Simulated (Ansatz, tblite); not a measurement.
Forces on Ge3F5 at its r2SCAN-D4/def2-SVP geometry. Total charge 0; doublet.

The xTB rows come from tblite. Another isomer (doublet) lies 0.05 eV lower at PBE-D4/def2-TZVP; other spin states weren't run for this one.

GFN1-xTB (tblite), largest force 1.46 eV/Å:

```xyz
8
positions Å, forces eV/Å
Ge    1.099   -0.502    1.728   -0.223   -0.464   -0.782
Ge    0.764   -1.667   -0.730   -0.020    1.279    0.695
Ge   -0.592    0.563   -0.750    0.566   -0.992   -0.400
F     2.263    0.597    0.992    0.144    0.008   -0.017
F    -0.105    2.168   -1.185   -0.119    0.088    0.093
F    -0.376    0.727    1.165   -0.093    0.188    0.215
F    -0.733   -2.569   -0.450   -0.233   -0.273    0.112
F    -2.320    0.684   -0.771   -0.021    0.166    0.084
```

GFN2-xTB (tblite), largest force 2.29 eV/Å:

```
Ge 0.047 -0.690 0.821
Ge 0.866 -0.353 -0.354
Ge 0.448 -1.184 -1.910
F 0.414 0.295 -0.257
F 0.005 1.110 -0.007
F -0.370 0.723 1.307
F -0.423 -0.340 0.175
F -0.987 0.438 0.225
```

PBE-D4/def2-TZVP (Ansatz), largest force 0.59 eV/Å:

```
Ge -0.134 -0.338 0.417
Ge 0.518 -0.021 -0.274
Ge 0.151 -0.265 -0.231
F 0.466 0.305 -0.156
F 0.154 0.472 -0.148
F -0.201 0.161 0.327
F -0.444 -0.335 0.090
F -0.510 0.022 -0.024
```
